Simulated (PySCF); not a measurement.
# Radial density of I⁺ (iodine, charge +1)

CAM-B3LYP, [Kr] 4d10 5s2 5p3 5d1, high-spin 5D determinant (an excited configuration). Computed with PySCF 2.14 in aug-cc-pwCVTZ-PP with ECP28MDF, with scalar relativity through the core potential. This is the valence pseudo-density: the core potential removes the inner electrons and smooths the orbitals near the nucleus.

| r (bohr) | 4πr²ρ (e/bohr) | 4πr²(ρα − ρβ) |
| --- | --- | --- |
| 0.00215 | 1.504e-05 | 0.0000 |
| 0.00362 | 4.147e-05 | 0.0000 |
| 0.00608 | 0.0001094 | 0.0000 |
| 0.0102 | 0.0002602 | 0.0000 |
| 0.0172 | 0.0005226 | 0.0000 |
| 0.0289 | 0.0009113 | 0.0000 |
| 0.0487 | 0.001409 | 0.0000 |
| 0.0819 | 0.003707 | 0.0001 |
| 0.138 | 0.02666 | 0.0007 |
| 0.232 | 0.3481 | 0.0086 |
| 0.390 | 5.532 | 0.1421 |
| 0.655 | 26.50 | 0.4205 |
| 1.10 | 13.33 | 0.1169 |
| 1.85 | 4.054 | 1.9013 |
| 3.12 | 1.166 | 0.9632 |
| 5.25 | 0.1348 | 0.1331 |
| 8.82 | 0.0007675 | 0.0008 |

Energies and moments cover only the electrons outside the core potential. The outer electron is Rydberg-like, and this basis confines it to a smaller radius and binds it less than a complete one would.
